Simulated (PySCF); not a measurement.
GeH3, SMILES [GeH3], multiplicity 2. Coordinates come from a PBE-D3(BJ)/def2-TZVPD optimisation. The isomer is the one that the SMILES or the coordinates give; other isomers of the formula were not compared.

All values below come from PBE-D3(BJ)/def2-TZVPD run with PySCF.

Harmonic wavenumbers (cm⁻¹): 670, 823, 823, 2022, 2074, 2074. Rotational constants (GHz): 127.7, 127.7, 76.78; symmetry number 3.

Task: Work out the zero-point energy and the ideal-gas rigid-rotor harmonic-oscillator thermochemistry at 298.15 K and 1 atm.

Result: ZPE = ½ Σ hcν = ½ × 8486 cm⁻¹ = 12.13 kcal/mol. H − E(el) = 14.67 kcal/mol. Entropy in cal/(mol K): translation 38.89, rotation 14.02, vibration 0.73, spin 1.38, total 55.01. G − E(el) = -1.73 kcal/mol. Cp = 10.09 cal/(mol K).
